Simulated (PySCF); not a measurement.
Si(OSiH3)3(Cl) (ClH₉O₃Si₄), SMILES [SiH3]O[Si](Cl)(O[SiH3])O[SiH3].

Geometry optimised at PBE0-D3(BJ)/def2-SVP. The values are those of a single conformer.

Computed with PySCF with SMD-PBE0/def2-SVP.

Solvation free energies are E(SMD) − E(gas) at the gas-phase geometry, for 1 M in both phases. In vacuum the dipole moment is 0.78 D.

| solvent | ΔG(solv) (kcal/mol) | its non-electrostatic (CDS) part | dipole (D) |
|---|---|---|---|
| water | 3.2 | 5.2 | 0.94 |
| dimethylsulfoxide | -0.9 | 0.4 | 0.96 |
| N,N-dimethylformamide | -1.8 | -0.5 | 0.96 |
